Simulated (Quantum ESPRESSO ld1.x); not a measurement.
Question: The aim is neutral promethium in [Xe] 4f5 6s2. This ld1.x (Quantum ESPRESSO 7.5) run was made with `OMP_NUM_THREADS=1 ld1.x < ld1.in > ld1.out`. Can the result be used? Name any fault.

```
 &input
    zed=61.0,
    iswitch=1,
    rel=1,
    dft='PBE',
    config='[Xe] 4f5 6s2',
    lsmall=.true.,
    relpert=.true.,
    prefix='ld1',
    max_out_wfc=37,
    file_charge='ld1.rho',
 /
```

Output (excerpt):

```
     Program LD1 v.7.5 starts

 %%%%%%%%%%%%%%%%%%%%%%%%%%%%%%%%%%%%%%%%%%%%%%%%%%%%%%%%%%%%%%%%%%%%%%%%%%%%%%
     Error in routine ld1_readin (1):
     perturbative SO-splitting for AE calculations with rel=0 only
 %%%%%%%%%%%%%%%%%%%%%%%%%%%%%%%%%%%%%%%%%%%%%%%%%%%%%%%%%%%%%%%%%%%%%%%%%%%%%%

     stopping ...
```

Answer: No (refused). The line at issue: rel=1 relpert=.true.. The program stops in ld1_readin with "perturbative SO-splitting for AE calculations with rel=0 only": the perturbative correction needs rel = 0. The sound input gives -10027.18 hartree.
